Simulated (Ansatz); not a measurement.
```yaml
crystal:
  periodic: [false, false, false]
  atoms:
    - {symbol: h, position_ang: [-0.502831, -1.774535, -0.012183]}
    - {symbol: P, position_ang: [-0.547543, -0.464817, 0.995663]}
    - {symbol: Si, position_ang: [0.085524, 1.121593, -0.437091]}
    - {symbol: Se, position_ang: [1.615835, 0.390768, 1.023675]}
    - {symbol: H, position_ang: [-0.420483, -2.587515, 0.496865]}
    - {symbol: H, position_ang: [0.251424, 0.745921, -1.858640]}
    - {symbol: H, position_ang: [-0.420629, 2.500588, -0.254089]}
basis:
  gaussian: {orbitals: aug-cc-pVDZ}
magnetization: {spin_polarized: true, initial_magnetization: 0}
hamiltonian: {xc: {name: wB97X-V}}
output: {forces: true}
```

```sh
$ ansatz run in.yaml --threads 2 --pin off --events-out ev --progress --plain --max-ram 4352MiB
```

**Question.** How does Ansatz answer? (Estimate.)

**Answer.** Ansatz gave: The input was rejected before any iteration.
```
Error: YAML parse error: error: line 4 column 16: `h` is not an element symbol (H … Og, case-exact)
 --> <input>:4:16
2 |   periodic: [false, false, false]
3 |   atoms:
4 |     - {symbol: h, position_ang: [-0.502831, -1.774535, -0.012183]}
5 |     - {symbol: P, position_ang: [-0.547543, -0.464817, 0.995663]}
6 |     - {symbol: Si, position_ang: [0.085524, 1.121593, -0.437091]}
```
